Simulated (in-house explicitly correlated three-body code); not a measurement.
Values are calculated unless marked as measured or tabulated.
## Two electrons around a charge Z: the exact Kohn-Sham energy parts

The exact non-relativistic ground state comes from a variational code in 260 exponentially correlated functions, the Kohn-Sham parts from inverting its density (past Z = 6 the correlation energy is taken as exact minus Hartree-Fock, equal to within microhartrees), and self-consistent runs (Hartree-Fock is restricted) from a B-spline radial code. Z may be fractional; the second electron is bound down to Z = 0.911.

E_c tends to a constant and T_c to −E_c as Z grows.

```json
{"Z": "1.04", "E (Eh)": "-0.584093", "E_x (Eh)": "-0.40989", "E_c (mEh)": "-41.25", "T_c (mEh)": "28.59", "−T_c/E_c": "0.693", "binding (eV)": "1.178"}
{"Z": "1.27", "E (Eh)": "-0.971502", "E_x (Eh)": "-0.56288", "E_c (mEh)": "-40.50", "T_c (mEh)": "31.55", "−T_c/E_c": "0.779", "binding (eV)": "4.491"}
{"Z": "1.52", "E (Eh)": "-1.513220", "E_x (Eh)": "-0.72230", "E_c (mEh)": "-41.02", "T_c (mEh)": "33.79", "−T_c/E_c": "0.824", "binding (eV)": "9.742"}
{"Z": "1.9", "E (Eh)": "-2.576055", "E_x (Eh)": "-0.96177", "E_c (mEh)": "-41.90", "T_c (mEh)": "36.16", "−T_c/E_c": "0.863", "binding (eV)": "20.98"}
{"Z": "2.28", "E (Eh)": "-3.927541", "E_x (Eh)": "-1.20019", "E_c (mEh)": "-42.60", "T_c (mEh)": "37.80", "−T_c/E_c": "0.887", "binding (eV)": "36.15"}
{"Z": "2.98", "E (Eh)": "?", "E_x (Eh)": "?", "E_c (mEh)": "?", "T_c (mEh)": "?", "−T_c/E_c": "?", "binding (eV)": "?"}
{"Z": "3.54", "E (Eh)": "?", "E_x (Eh)": "?", "E_c (mEh)": "?", "T_c (mEh)": "?", "−T_c/E_c": "?", "binding (eV)": "?"}
{"Z": "4.3", "E (Eh)": "-15.958207", "E_x (Eh)": "-2.46424", "E_c (mEh)": "-44.44", "T_c (mEh)": "41.83", "−T_c/E_c": "0.941", "binding (eV)": "182.7"}
```

Question: What belongs in the row Z = 2.98?

Answer: E (Eh): -7.172796; E_x (Eh): -1.63855; E_c (mEh): -43.50; T_c (mEh): 39.78; −T_c/E_c: 0.915; binding (eV): 74.36.

Question: What belongs in the row Z = 3.54?

Answer: E (Eh): -10.474408; E_x (Eh): -1.98892; E_c (mEh): -43.97; T_c (mEh): 40.83; −T_c/E_c: 0.929; binding (eV): 114.5.

Question: Where is correlation strongest relative to exchange?

Answer: E_c/E_x falls from 0.101 at Z = 1.04 to 0.0180 at Z = 4.3, since exchange grows as Z while correlation stays near −0.045 hartree. The smaller −T_c/E_c at low Z marks the more static, in-out correlation of a loosely bound pair.
